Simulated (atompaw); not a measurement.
# Pseudopotential generation for Tc (Z = 43): PAW (atompaw), PBE, scalar-relativistic.

atompaw 4.2.0.5 input, output lines left out:

```
Tc 43
GGA-PBE scalarrelativistic loggrid 1500 logderivrange -5 5 251
5 5 4 0 0 0
5 0 1
5 1 0
4 2 6
0 0 0
c
c
c
c
v
c
c
v
v
c
v
2
3.00 2.85 2.75 2.90
y
2.65
n
n
y
2.25
n
custom polynom2 7 10 vanderbiltortho sinc
3 0 troulliermartins
3.00
3.00
1.70
3.00
2.50
3.00
```

All-electron outer shells of the reference configuration (PBE, scalar-relativistic, ld1.x):

```json
{"shell": "3d", "level (eV)": "-246.58", "outermost node (bohr)": "–", "outermost maximum (bohr)": "0.31"}
{"shell": "4s", "level (eV)": "-70.33", "outermost node (bohr)": "0.50", "outermost maximum (bohr)": "0.95"}
{"shell": "4p", "level (eV)": "-42.44", "outermost node (bohr)": "0.51", "outermost maximum (bohr)": "1.03"}
{"shell": "4d", "level (eV)": "-4.47", "outermost node (bohr)": "0.50", "outermost maximum (bohr)": "1.29"}
{"shell": "5s", "level (eV)": "-4.17", "outermost node (bohr)": "1.29", "outermost maximum (bohr)": "2.83"}
{"shell": "5p", "level (eV)": "-0.98", "outermost node (bohr)": "1.47", "outermost maximum (bohr)": "4.01"}
```

Calculated quality:

| Quantity | Value |
| --- | --- |
| Cutoffs needed | 35 Ry and 100 Ry (the cutoffs (Ry, on a coarse ladder) from which the occupation-weighted sum of valence levels, in a spherical-Bessel basis at the reference potential, stays within 10 and 1 mRy of its value at 400 Ry) |
| Ghost test | no extra level below or beside the all-electron valence levels (s, p, d, f tested) (spherical-Bessel basis up to 400 Ry, 20 bohr box) |
| Lowest eigenvalue of the overlap operator | 0.49 (p channel) |
| Overlap eigenvalues printed by atompaw (projector basis) | 0.659, 0.883, 0.982, 9.62, 325, 3.33e+05 |
| Share of each valence orbital outside the PAW sphere | 5s 59 %, 4p 0 %, 5p 87 %, 4d 10 % |

Generation and tests took about 3.7 s on one core of a shared server CPU.
